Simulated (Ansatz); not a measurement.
CH5Cl3GaN, SMILES `C[NH2+][Ga-]([Cl])([Cl])[Cl]`, 11 atoms. Total charge 0; spin multiplicity 1. Correlated methods include outer-core shells of Ga, which these sets cover unevenly. Scalar relativity is left out up to krypton. All runs use 4 threads of an Arm Neoverse V2 on a shared host. Correlated methods freeze the cores.

(1) How many basis functions does each run have, and how long does it take in Ansatz? RKS PBE0-D4/def2-SVP energy; RKS HSE06 (plane-wave form)-D4/def2-TZVPP energy; RKS ωB97M-V/def2-QZVPP energy; RHF-MP2/def2-TZVPP energy; RKS PBE0-D4/def2-TZVP frequencies; RKS revPBE-D4/def2-TZVPP energy; RHF-CCSD(T)/def2-SVP energy; RKS ωB97M-V/def2-SVP energy; RHF-MP2/def2-QZVPP energy; direct RPA on PBE orbitals/def2-TZVPP energy; RKS PBE0-D4/def2-QZVPP energy; RKS PBE0-D4/def2-TZVPP energy. (Estimate.)

## Answers

(1) The calculation gave: Other jobs shared the machine, so times are rough.

```tsv
level	job	functions	wall time	peak host memory (GiB)
RKS PBE0-D4/def2-SVP	energy	139	2.3 s	0.43
RKS revPBE-D4/def2-TZVPP	energy	306	3.6 s	0.58
RHF-MP2/def2-TZVPP	energy	306	7.5 s	0.99
RKS PBE0-D4/def2-TZVPP	energy	306	8 s	1.4
RKS HSE06 (plane-wave form)-D4/def2-TZVPP	energy	306	8.5 s	1.4
RKS ωB97M-V/def2-SVP	energy	139	8.5 s	0.61
direct RPA on PBE orbitals/def2-TZVPP	energy	306	9.5 s	0.88
RHF-CCSD(T)/def2-SVP	energy	139	18 s	0.91
RKS PBE0-D4/def2-QZVPP	energy	563	23 s	3.2
RHF-MP2/def2-QZVPP	energy	563	42 s	4.7
RKS ωB97M-V/def2-QZVPP	energy	563	44 s	3.7
RKS PBE0-D4/def2-TZVP	frequencies	251	6 min	1.1
```
